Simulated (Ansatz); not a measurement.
System: GeNH$_{2}$F, charge 0, singlet. GeNH2F (SMILES [Ge]([F])[NH2]).
B3LYP-D3(BJ)/def2-TZVP minimum from Ansatz (a program for electronic structure):
```
N
H 1 1.0088
H 1 1.0107 2 113.21
Ge 1 1.8241 2 124.06 3 180.00
F 4 1.7829 1 94.57 2 -180.00
```

Total energies in cc-pVDZ, 18 correlated electrons, 16 frozen orbitals. Open shells are spin-unrestricted; no spin-orbit coupling. Cores are frozen in correlated methods (noble-gas shells, and filled d and f shells in the p block). No relativity.

```json
[
 {"method": "HF", "program": "Ansatz", "energy (Eh)": "-2230.44401", "minus CCSDT(Q) (mEh)": "473.41"},
 {"method": "MP2", "program": "Ansatz", "energy (Eh)": "-2230.88420", "minus CCSDT(Q) (mEh)": "33.22"},
 {"method": "CCSD", "program": "Ansatz", "energy (Eh)": "-2230.90411", "minus CCSDT(Q) (mEh)": "13.31"},
 {"method": "CCSD(T)", "program": "Ansatz", "energy (Eh)": "-2230.91529", "minus CCSDT(Q) (mEh)": "2.13"},
 {"method": "CCSDT(Q)", "program": "Ansatz", "energy (Eh)": "-2230.91742", "minus CCSDT(Q) (mEh)": "0.00"}
]
```

Rough core times of Ansatz's runs on a shared machine: CCSD(T) under 20 s, CCSDT(Q) 50 s.
